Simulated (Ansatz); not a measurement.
Ansatz (a quantum-chemistry and plane-wave program) input:

Ansatz 0.2 input:
```yaml
crystal:
  periodic: [false, false, false]
  atoms:
    - {symbol: Bi, position_ang: [0.00000000, -0.00000000, -0.00000000]}
    - {symbol: H, position_ang: [-0.00119215, -0.01758481, 1.86604734]}
    - {symbol: H, position_ang: [0.00119215, 0.01758481, -1.86604734]}
    - {symbol: H, position_ang: [1.79921888, -0.00095285, 0.00114048]}
    - {symbol: H, position_ang: [-0.89879359, 1.55857681, 0.01411314]}
    - {symbol: H, position_ang: [-0.90042529, -1.55762396, -0.01525362]}
basis:
  gaussian:
    orbitals: def2-TZVP
hamiltonian:
  xc: {name: wB97X-V}
relax: {f_tol: 0.003, max_steps: 100}
```

Which total energy does the run end on?

-217.42332 Eh (wB97X-V/def2-TZVP). The basis has 80 functions.
